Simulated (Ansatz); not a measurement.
`[SeH][SiH2][SeH]`, charge 0, multiplicity 1.

Problem. Give a relaxed structure at PBE0-D4/def2-TZVP (Ansatz). (Best estimate.)

Solution. Ansatz gave: 
```xyz
7

Se   -1.370    1.443    0.063
Si   -0.306   -0.562    0.214
Se    1.877   -0.513   -0.418
H    -0.381    2.117    0.915
H    -0.254   -1.074    1.604
H    -1.126   -1.455   -0.639
H     1.561    0.044   -1.739
```
Point group C2.
